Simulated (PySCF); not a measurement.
Estimate the missing entries of this data sheet.

Compound: C5H4F4.
SMILES: `FCC#CCC(F)(F)F`

Conformer (atom-mapped SMILES and torsion angles): `[F:1][CH2:2][C:3]#[C:4][CH2:5][C:6]([F:7])([F:8])[F:9]`: C4–C5–C6–F7 60°.

| property | level | value |
| --- | --- | --- |
| point group of the GFN2-xTB geometry | GFN2-xTB | ? |
| rotational constants A, B, C of the GFN2-xTB geometry | GFN2-xTB | ? |
| dipole moment | CAM-B3LYP/def2-SVPD | ? |
| HOMO energy | CAM-B3LYP/def2-SVPD | -9.60 eV |
| LUMO energy | CAM-B3LYP/def2-SVPD | 0.76 eV |
| lowest singlet excitation | TDDFT CAM-B3LYP/def2-SVPD | ? |
| strongest line among the 8 lowest singlet transitions | TDDFT CAM-B3LYP/def2-SVPD | S5 at 8.03 eV (154 nm, f = 0.043) |
| lowest triplet excitation (Tamm–Dancoff) | TDA CAM-B3LYP/def2-SVPD | ? |
| static isotropic polarisability | CAM-B3LYP/def2-SVPD | ? |
| electronic spatial extent ⟨r²⟩ about the centre of nuclear charge | CAM-B3LYP/def2-SVPD | ? |

Electronic properties: PySCF, gas phase, density fitting.

Problem. What are the rotational constants A, B, C of the GFN2-xTB geometry?

Solution. 4.607, 0.604, 0.593 GHz.

Problem. Give the static isotropic polarisability.

Solution. 62.6 au.

Problem. Give the point group of the GFN2-xTB geometry.

Solution. Cs.

Problem. The lowest triplet excitation (Tamm–Dancoff)?

Solution. 5.28 eV.

Problem. Give the dipole moment.

Solution. 0.41 D.

Problem. What is the lowest singlet excitation?

Solution. 5.94 eV (209 nm, f = 0.002).

Problem. What is the electronic spatial extent ⟨r²⟩ about the centre of nuclear charge?

Solution. 1721 bohr².

The principal polarisabilities are 49.6, 52.5 and 85.9 au; their mean is the isotropic value. In atomic units the dipole is 0.16 e·bohr (1 au = 2.5417 D). No computed singlet falls in the visible range (750 to 380 nm, 1.65 to 3.26 eV); S1 lies 2.68 eV above its blue end. The vertical singlet–triplet gap S1 − T1 is 0.66 eV (TDDFT singlet less Tamm–Dancoff triplet; S1: HOMO→LUMO, weight 0.75; T1: HOMO−1→LUMO, weight 0.58).
